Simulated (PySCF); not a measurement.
Input file for PySCF: R-M06-2X/def2-TZVPP on PH3 (SMILES P).

```python
from pyscf import gto, dft

mol = gto.M(
    atom='''
    P     0.00001775   -0.00000000    0.57702414
    H     1.19209032    0.00000000   -0.19230015
    H    -0.59600403    1.03236331   -0.19231199
    H    -0.59600403   -1.03236331   -0.19231199
    ''',
    basis='def2-tzvpp',
    charge=0, spin=0, verbose=4, max_memory=1800)
mf = dft.RKS(mol, xc='m062x').density_fit(auxbasis='def2-universal-jkfit')
mf.grids.level = 4
mf.conv_tol = 1e-9
mf.max_cycle = 150
mf.kernel()
mf.dip_moment()
```

Program output:

```
PySCF version 2.14.0

[INPUT] verbose = 4
[INPUT] num. atoms = 4
[INPUT] num. electrons = 18
[INPUT] charge = 0
[INPUT] spin (= nelec alpha-beta = 2S) = 0
[INPUT] symmetry False subgroup None
[INPUT] Mole.unit = angstrom
[INPUT] Symbol           X                Y                Z      unit          X                Y                Z       unit  Magmom
[INPUT]  1 P      0.000017750000   0.000000000000   0.577024140000 AA    0.000033542639   0.000000000000   1.090417591863 Bohr   0.0
[INPUT]  2 H      1.192090320000   0.000000000000  -0.192300150000 AA    2.252724220545   0.000000000000  -0.363394617213 Bohr   0.0
[INPUT]  3 H     -0.596004030000   1.032363310000  -0.192311990000 AA   -1.126284385837   1.950883916949  -0.363416991570 Bohr   0.0
[INPUT]  4 H     -0.596004030000  -1.032363310000  -0.192311990000 AA   -1.126284385837  -1.950883916949  -0.363416991570 Bohr   0.0

nuclear repulsion = 17.5531790361476
number of shells = 32
number of NR pGTOs = 111
number of NR cGTOs = 84
basis = def2-tzvpp
ecp = {}


******** <class 'pyscf.df.df_jk.DFRKS'> ********
method = DFRKS
initial guess = minao
damping factor = 0
level_shift factor = 0
DIIS = <class 'pyscf.scf.diis.CDIIS'>
diis_start_cycle = 1
diis_space = 8
diis_damp = 0
SCF conv_tol = 1e-09
SCF conv_tol_grad = None
SCF max_cycles = 150
direct_scf = False
XC library pyscf.dft.libxc version 7.1.2
    S. Lehtola, C. Steigemann, M. J. T. Oliveira, and M. A. L. Marques,  SoftwareX 7, 1–5 (2018)
XC functionals = m062x
    Y. Zhao and D. G. Truhlar,  Theor. Chem. Acc. 120, 215 (2008)
    Y. Zhao and D. G. Truhlar,  Theor. Chem. Acc. 120, 215 (2008)
radial grids:
    Treutler-Ahlrichs [JCP 102, 346 (1995); DOI:10.1063/1.469408] (M4) radial grids

becke partition: Becke, JCP 88, 2547 (1988); DOI:10.1063/1.454033
pruning grids: <function nwchem_prune>
grids dens level: 4
symmetrized grids: False
atomic radii adjust function: <function treutler_atomic_radii_adjust>
small_rho_cutoff = 0
Set gradient conv threshold to 3.16228e-05
Initial guess from minao.
tot grids = 76200
******** <class 'pyscf.df.df.DF'> ********
auxbasis = def2-universal-jkfit
init E= -342.921722889489
  HOMO = -0.304658555625117  LUMO = 0.0170564577981366  gap/eV = 8.75431
cycle= 1 E= -343.11854881573  delta_E= -0.197  |g|= 0.111  |ddm|= 1.13
  HOMO = -0.320308855012456  LUMO = 0.0623379417808765  gap/eV = 10.41235
cycle= 2 E= -343.122202217362  delta_E= -0.00365  |g|= 0.0425  |ddm|= 0.14
  HOMO = -0.331515200788008  LUMO = 0.0589924753902983  gap/eV = 10.62626
cycle= 3 E= -343.122704165643  delta_E= -0.000502  |g|= 0.0134  |ddm|= 0.0506
  HOMO = -0.328242635060075  LUMO = 0.0611446023974624  gap/eV = 10.59577
cycle= 4 E= -343.122755053039  delta_E= -5.09e-05  |g|= 0.00298  |ddm|= 0.0151
  HOMO = -0.328549942908289  LUMO = 0.0610570381617685  gap/eV = 10.60175
cycle= 5 E= -343.122757147039  delta_E= -2.09e-06  |g|= 0.000419  |ddm|= 0.00344
  HOMO = -0.328469903416639  LUMO = 0.0611019878993602  gap/eV = 10.60079
cycle= 6 E= -343.122757216802  delta_E= -6.98e-08  |g|= 0.000113  |ddm|= 0.000847
  HOMO = -0.328499831583411  LUMO = 0.0610849418265747  gap/eV = 10.60114
cycle= 7 E= -343.122757221961  delta_E= -5.16e-09  |g|= 1.94e-05  |ddm|= 0.000248
  HOMO = -0.328497400372875  LUMO = 0.0610873725253811  gap/eV = 10.60114
cycle= 8 E= -343.122757222087  delta_E= -1.25e-10  |g|= 1.7e-06  |ddm|= 4.45e-05
  HOMO = -0.328497699551637  LUMO = 0.0610870384661901  gap/eV = 10.60114
Extra cycle  E= -343.122757222089  delta_E= -2.22e-12  |g|= 4.52e-07  |ddm|= 6.75e-06
converged SCF energy = -343.122757222089
Dipole moment(X, Y, Z, Debye): -0.00002, -0.00000, -0.62229
```

Self-consistency was reached.

Cost: around 4 core-seconds (rough).
